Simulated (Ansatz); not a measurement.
```xyz
10

O     0.480    1.739   -1.117
Mo    0.110    0.383   -0.235
O     1.428   -0.792   -0.881
O     0.963    0.291    1.472
O    -1.369    1.020    0.733
O    -1.091   -0.837   -1.095
H     1.380   -1.743   -0.747
H     1.877   -0.008    1.458
H    -1.760    0.536    1.466
H    -2.018   -0.588   -1.054
```

Charge 0, multiplicity 1. Mo: def2 effective core potential.

Task: List the r2SCAN/def2-TZVPP orbital energies in eV (Ansatz 0.2.0). (Best estimate.)

Result: Computed: Occupied: -516.61, -516.53, -516.50, -516.02, -515.98, -71.97, -45.31, -45.05, -44.89, -26.62, -26.04, -25.96, -25.69, -24.29, -14.29, -13.08, -12.82, -12.56, -10.96, -10.80, -10.36, -10.03, -9.49, -8.81, -8.47, -8.32, -8.08, -7.89, -7.76. Lowest empty: -4.09, -2.63, -1.66, -0.71, -0.33, 0.24, 0.71, 1.21.
